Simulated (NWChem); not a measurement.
System: NbOClF2; SMILES [Nb]([F])(=[O])([Cl])[F]

```xyz
5

Nb     0.0354    -0.2101     0.0000
O      1.6376    -0.7029     0.0000
F     -0.7518    -0.8902     1.5340
F     -0.7518    -0.8902    -1.5340
Cl    -0.0025     2.0814     0.0000
```
Atoms are numbered in this order, from 1.

Level: PBE0/def2-SVP with def2 effective core potentials on Nb (NWChem), optimised geometry, unscaled harmonic frequencies. def2 effective core potentials on Nb; no spin-orbit coupling.

| frequency (cm⁻¹) | IR intensity (km/mol) |
|---|---|
| 133 | 6.3 |
| 157 | 4.4 |
| 179 | 15.0 |
| 243 | 5.7 |
| 265 | 9.3 |
| 437 | 77.4 |
| 720 | 114.2 |
| 741 | 164.6 |
| 1079 | 178.0 |

```yaml
zero_point_energy: 5.6 kcal/mol
thermal correction to the enthalpy at 298.15 K (with zero-point energy): 10.1 kcal/mol
heat capacity Cv: 18.4 cal/(mol K)
entropy at 298.15 K and 1 atm (symmetry number 1): 81.9 cal/(mol K)
```

Rigid rotor and harmonic oscillator.
